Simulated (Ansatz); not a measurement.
The lowest singlet and triplet of CH2 (SMILES [CH2]); geometries from B3LYP-D3(BJ)/def2-TZVP, each state relaxed from the structure named, with no frequency check.
Singlet (charge 0, multiplicity 1):
```csv
atom,x (Å),y (Å),z (Å)
C,-0.0007,0.1750,0.0000
H,-0.8600,-0.5287,0.0000
H,0.8644,-0.5215,0.0000
```
Triplet (charge 0, multiplicity 3):
```xyz
3

C     -0.0004     0.1031     0.0000
H     -0.9952    -0.3128     0.0000
H      0.9974    -0.3058     0.0000
```

A positive gap puts the triplet lower; no zero-point energy. R- takes a restricted singlet. U- takes an unrestricted singlet (broken symmetry where lower, unprojected). The triplet is unrestricted in single-reference levels. Active spaces average the two states.

Cores are frozen in the correlated methods.

Run with Ansatz (an electronic-structure program). 

```json
[
 {"level": "U-SVWN5/def2-TZVPP (spin-contaminated)", "gap E(singlet) − E(triplet), adiabatic (kcal/mol)": "10.86"},
 {"level": "R-r2SCAN/def2-TZVPP", "gap E(singlet) − E(triplet), adiabatic (kcal/mol)": "22.14"},
 {"level": "U-wB97M-V/def2-TZVPP (spin-contaminated)", "gap E(singlet) − E(triplet), adiabatic (kcal/mol)": "8.60"},
 {"level": "U-MP2/cc-pVDZ (spin-contaminated)", "gap E(singlet) − E(triplet), adiabatic (kcal/mol)": "13.51"},
 {"level": "U-CCSD(T)/cc-pVTZ (spin-contaminated)", "gap E(singlet) − E(triplet), adiabatic (kcal/mol)": "10.31"},
 {"level": "R-CCSDT(Q)/cc-pVDZ", "gap E(singlet) − E(triplet), adiabatic (kcal/mol)": "11.74"},
 {"level": "SC-NEVPT2 on SA-CASSCF(6,6)/cc-pVDZ", "gap E(singlet) − E(triplet), adiabatic (kcal/mol)": "11.96"},
 {"level": "FIC-MRCISD+Q on SA-CASSCF(6,6)/cc-pVDZ", "gap E(singlet) − E(triplet), adiabatic (kcal/mol)": "11.51"},
 {"level": "FIC-MRCISD+Q on SA-CASSCF(6,6)/cc-pVQZ", "gap E(singlet) − E(triplet), adiabatic (kcal/mol)": "[?]"}
]
```

### Question
Fill in the missing entries.

### Answer

- FIC-MRCISD+Q on SA-CASSCF(6,6)/cc-pVQZ, gap E(singlet) − E(triplet), adiabatic (kcal/mol): 8.96

Doubts at one or more of the structures used: a restricted determinant that unrestricted orbitals would lower (R-r2SCAN/def2-TZVPP, R-CCSDT(Q)/cc-pVDZ).
